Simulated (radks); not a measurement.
The numbers below are computed, except where a source is named.
Question: Ionisation of Hf, [Xe] 4f14 5d2 6s2, to Hf+, [Xe] 4f14 5d1 6s2, under several functionals. Non-relativistic Kohn-Sham, spin-unpolarised, spherical densities, point nucleus; a radial shooting solver on a logarithmic mesh with Libxc functionals. The NIST Atomic Spectra Database gives 6.825 eV (measured). Rank these functionals by the error of their Delta-SCF ionisation energy: revTPSS; SOGGA; Wu-Cohen GGA; PBE; Tao-Mo meta-GGA; B86b exchange with PBE correlation; BP86; exchange-only PBE.

Answer: From best to worst: exchange-only PBE 6.842 eV (+0.017); Tao-Mo meta-GGA 7.643 eV (+0.818); SOGGA 7.678 eV (+0.853); revTPSS 7.701 eV (+0.876); PBE 7.733 eV (+0.908); B86b exchange with PBE correlation 7.753 eV (+0.928); Wu-Cohen GGA 7.782 eV (+0.957); BP86 7.880 eV (+1.055). Relativity is left out here, which matters for elements this heavy. Spin polarisation and multiplet splitting are left out, so open shells lie too high by an amount that depends on their filling.

Beside tabulated values, note that spin-unpolarised runs miss the spin-polarisation part of the exchange energy of open shells.
